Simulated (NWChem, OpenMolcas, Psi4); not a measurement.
**How methods differ on InCNClF (SMILES N#[C][In]([F])[Cl])**

InCNClF: 5 atoms, total charge 0, spin state singlet. SMILES: `N#[C][In]([F])[Cl]`. The coordinates come from a PBE0-D4/def2-TZVP relaxation.

Quantity: the dipole moment, in D. The values are calculated.

```csv
level,kind,program,value (D),CPU time
HF/def2-SVP (core potential),Hartree–Fock,NWChem,1.46,25 s
"HF/def2-SVP (density fitting, core potential)",Hartree–Fock,Psi4,1.46,5 s
SVWN5/def2-SVP (core potential),LDA,OpenMolcas,1.52,15 s
BLYP/def2-SVP (core potential),GGA,OpenMolcas,1.50,20 s
revPBE/def2-SVP (core potential),GGA,OpenMolcas,1.37,20 s
TPSS/def2-SVP (core potential),meta-GGA,OpenMolcas,1.36,28 s
B3LYP/def2-SVP (core potential),global hybrid,NWChem,1.50,35 s
PBE0/def2-SVP (core potential),global hybrid,NWChem,1.42,40 s
```

The values span 1.36 to 1.52 D. Magnitudes only. CPU times are rough (shared hosts, several kinds of processor and program).
